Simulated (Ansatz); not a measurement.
A nudged elastic band was laid between two geometries of AlBrClFH$_{2}$ (6 atoms, charge 0, multiplicity 1).

Method: RHF/def2-SVP (Ansatz).

| Quantity | Value |
| --- | --- |
| movable images | 5 |
| climbing image | yes |
| spring | 5.0 eV/Å² |
| optimiser | quadratic models (default) |
| start path | through a guess of the saddle point |
| force threshold | 0.05 eV/Å |
| iteration limit | 60 |
| end points | relaxed |

First end point:

```xyz
6
Properties=species:S:1:pos:R:3
Al -0.029 0.132 -0.039
F -0.075 0.526 1.570
H 1.337 0.005 -0.772
Cl -1.838 0.308 -1.092
Br -0.202 -2.656 1.023
H -0.280 -2.042 2.293
```

Last end point:

```xyz
6
Properties=species:S:1:pos:R:3
Al -0.039 -0.540 -0.171
F -0.143 -0.051 1.830
H 1.338 0.083 -0.544
Cl -1.832 0.335 -0.858
Br -0.145 -2.779 0.348
H -0.268 -0.775 2.379
```

Question: Which bonds break or form, and what moves?

Answer: Bonds broken: Br5–H6. Bonds formed: Al1–Br5, F2–H6.

Question: Give the energies along the band, and the barrier.

Answer: The forces met the threshold. The highest image is number 3 of 0 to 6, 62.0 kJ/mol above the first end and 73.0 kJ/mol above the last; the last end lies 10.9 kJ/mol below the first. A vibrational analysis at the climbing image gives one clearly imaginary mode, 1303i cm⁻¹: a first-order saddle point. The orbitals stay closed-shell, which can raise the energy where a bond breaks towards radicals; this wasn't checked here.

```json
{"image": "0", "path coordinate (Å)": "0.00", "energy (kJ/mol)": "0.0", "Br5–H6 (Å)": "1.41", "Al1–Br5 (Å)": "2.99", "F2–H6 (Å)": "2.68"}
{"image": "1", "path coordinate (Å)": "0.39", "energy (kJ/mol)": "3.8", "Br5–H6 (Å)": "1.41", "Al1–Br5 (Å)": "2.92", "F2–H6 (Å)": "2.18"}
{"image": "2", "path coordinate (Å)": "0.79", "energy (kJ/mol)": "23.5", "Br5–H6 (Å)": "1.44", "Al1–Br5 (Å)": "2.76", "F2–H6 (Å)": "1.72"}
{"image": "3", "path coordinate (Å)": "1.18", "energy (kJ/mol)": "62.0", "Br5–H6 (Å)": "1.63", "Al1–Br5 (Å)": "2.57", "F2–H6 (Å)": "1.24"}
{"image": "4", "path coordinate (Å)": "1.53", "energy (kJ/mol)": "18.6", "Br5–H6 (Å)": "2.00", "Al1–Br5 (Å)": "2.43", "F2–H6 (Å)": "0.97"}
{"image": "5", "path coordinate (Å)": "1.89", "energy (kJ/mol)": "-6.0", "Br5–H6 (Å)": "2.40", "Al1–Br5 (Å)": "2.34", "F2–H6 (Å)": "0.93"}
{"image": "6", "path coordinate (Å)": "2.24", "energy (kJ/mol)": "-10.9", "Br5–H6 (Å)": "2.86", "Al1–Br5 (Å)": "2.30", "F2–H6 (Å)": "0.92"}
```

Question: What is the geometry of the highest image?

Answer: 
```xyz
6
Properties=species:S:1:pos:R:3
Al -0.050 -0.233 -0.023
F -0.142 0.014 1.743
H 1.356 0.021 -0.628
Cl -1.848 0.281 -0.970
Br -0.202 -2.593 0.993
H -0.202 -1.217 1.868
```

Question: What are the harmonic wavenumbers there?

Answer: 1303i, 102, 195, 254, 422, 545, 601, 680, 751, 858, 1461, 2141 cm⁻¹.

The band took 7 iterations and roughly 60 core-seconds.

Time of the run: 57 s on 1 thread of Intel(R) Xeon(R) 6975P-C (Granite Rapids), with other jobs on the host, peak memory 0.2 GiB.
